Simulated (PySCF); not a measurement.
Two species compared at the same levels of theory.

First species: C4H11NSi.
InChI=1S/C4H11NSi/c1-5-3-2-4-6-5/h2-4,6H2,1H3

Second species: C5H10OSi.
SMILES with atom numbers: `[CH2:1]=[CH:2]/[CH:3]=[C:4](/[CH3:5])[O:6][SiH3:7]` (hydrogens: H8, H9 on C1; H10 on C2; H11 on C3; H12, H13, H14 on C5; H15, H16, H17 on Si7)

Levels: wB97X-D/def2-SVPD for HOMO energy, LUMO energy, HOMO–LUMO gap and static isotropic polarisability; TDDFT wB97X-D/def2-SVPD for lowest singlet excitation; TDA wB97X-D/def2-SVPD for lowest triplet excitation (Tamm–Dancoff). Geometries: GFN2-xTB. All species are isolated and taken at one optimised geometry, non-relativistic unless stated; the electronic structure was computed with PySCF and density fitting.

The conformers computed, where there is a choice (atom-mapped SMILES and torsion angles):
- `[CH2:1]=[CH:2]/[CH:3]=[C:4](/[CH3:5])[O:6][SiH3:7]`: C1–C2–C3–C4 180°, C3–C4–O6–Si7 180°

The conformers of `CN1CCC[SiH2]1` aren't listed.

| property | column X | column Y |
| --- | --- | --- |
| HOMO energy | -7.71 eV | -7.97 eV |
| LUMO energy | 1.32 eV | 2.24 eV |
| HOMO–LUMO gap | 9.03 eV | 10.21 eV |
| lowest singlet excitation | 5.45 eV | 5.74 eV |
| lowest triplet excitation (Tamm–Dancoff) | 3.17 eV | 5.59 eV |
| static isotropic polarisability | 99.1 au | 79.3 au |

(1) Which column belongs to which species?

(2) How does each property change from the first species to the second?

Answers

(1) Column X is the second species and column Y the first. The first has 17 atoms and 56 electrons, the second 17 and 62.

(2) HOMO energy +0.26 eV; LUMO energy -0.92 eV; HOMO–LUMO gap -1.18 eV; lowest singlet excitation -0.29 eV; lowest triplet excitation (Tamm–Dancoff) -2.42 eV; static isotropic polarisability +19.8 au.

On the first: In wavenumbers S1 is 46300 cm⁻¹ (1 eV = 8065.54 cm⁻¹). The principal polarisabilities are 68.9, 83.8 and 85.2 au; their mean is the isotropic value.

On the second: In wavenumbers S1 is 44000 cm⁻¹ (1 eV = 8065.54 cm⁻¹). S1 lies 3.58 eV below the HOMO–LUMO gap; its leading configuration is HOMO→LUMO, weight 0.97.
